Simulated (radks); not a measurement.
Values are calculated unless marked as measured or tabulated.
Hg3+, configuration [Xe] 4f14 5d9.

Level of theory: non-relativistic Kohn-Sham, TPSS, spin-polarised, spherical densities, point nucleus; open shells are filled with parallel spins first (spin-orbit coupling, left out, can overturn this in heavy ions); meta-GGA in the generalised Kohn-Sham scheme; relativity is left out, which matters for an element this heavy (a radial shooting solver on a logarithmic mesh with Libxc functionals).

Energy parts (eV):
total: -500967.80
kinetic: 500849.63
electron-nucleus: -1190460.43
Hartree: 198101.76
exchange-correlation: -9458.76

Orbitals (lengths in bohr, moments of r in powers of bohr; r(max) is where P^2 peaks):
orbital  occ.  eigenvalue (eV)   r(max)
1s down     1        -75098.89  0.01256
1s up       1        -75098.89  0.01256
2s up       1        -12598.11  0.06821
2s down     1        -12598.02  0.06821
2p up       3        -12115.86  0.05291
2p down     3        -12115.79  0.05291
3s up       1        -2992.569   0.1862
3s down     1        -2992.542   0.1862
3p up       3        -2765.023   0.1751
3p down     3        -2764.991   0.1751
3d up       5        -2342.009   0.1376
3d down     5        -2341.940   0.1376
4s up       1        -668.4622   0.4145
4s down     1        -668.4060   0.4146
4p up       3        -569.5512   0.4136
4p down     3        -569.4871   0.4136
4d up       5        -387.9964   0.4057
4d down     5        -387.9091   0.4058
4f up       7        -144.3641   0.3618
4f down     7        -144.2391   0.3618
5s up       1        -126.5921   0.9156
5s down     1        -125.9109   0.9147
5p up       3         -94.6492   0.9672
5p down     3         -93.9160   0.9661
5d up       5         -43.8862    1.133
5d down     4         -43.1322    1.133

The highest occupied level is 5d down at -43.132 eV. The density falls to 0.001 e/bohr^3 at r = 3.20 bohr. The electron density at the nucleus is 3.677e+05 e/bohr^3. Virial ratio -V/T = 2.00024. For comparison, the ionisation energy in NIST's Atomic Spectra Database is 48.6 eV (measured). In exact Kohn-Sham theory the highest level is minus the ionisation energy, but local and semilocal functionals leave it too shallow, through self-interaction and a potential that decays too fast; potentials with the right tail come closer. Summed over all electrons, <r^2> = 38.02 bohr^2, which gives a Langevin (diamagnetic) susceptibility term of -30.1 x 10^-6 cm^3/mol. Spin moment in Bohr magnetons: 1.
